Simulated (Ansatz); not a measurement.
Gas-phase electronic energies from Ansatz, PBE0-D4/def2-TZVP geometries. CCSD(T)/CBS adds triple-zeta CCSD(T) − MP2 to the extrapolated MP2 energy (def2 sets, frozen cores). This one scheme is used for every species. DFT in def2-TZVPP. B3LYP here is the variant with VWN-RPA as its local correlation; programs differ in this. Each species was taken in one conformer, which may not be the lowest.

Consider the cleavage of the Si–Si bond: `N[Si@H](Cl)[Si@@H](N)F` + CH₃OH → `CO[SiH](N)Cl` + `N[SiH2]F`.

```csv
level,ΔE (kJ/mol)
r2SCAN-D4,-119.1
B3LYP-D4,-117.7
HF/def2-QZVPP,-149.1
SCS-MP2/def2-QZVPP,-134.0
```

Task: What does CCSD(T)/CBS give? (Best estimate.)

Result: The calculation gave: -123.3 kJ/mol. The listed levels differ from it by 4.2, 5.6, -25.8, -10.7 kJ/mol.

Largest T1 diagnostic among the species: 0.011.

In def2-TZVPP, CCSD(T) changes the Hartree–Fock value by +21.4 kJ/mol (the triples alone add +3.0 kJ/mol) and MP2 by +14.3 kJ/mol. The D4 term adds +5.4 kJ/mol with B3LYP and +3.3 kJ/mol with PBE0; it sums over pairs of atoms, weighted by their polarisabilities, and B3LYP, whose exchange is more repulsive, gets the larger term. From PBE to PBE0 (25 % exact exchange), in def2-TZVPP and without D4, ΔE moves by −9.2 kJ/mol.
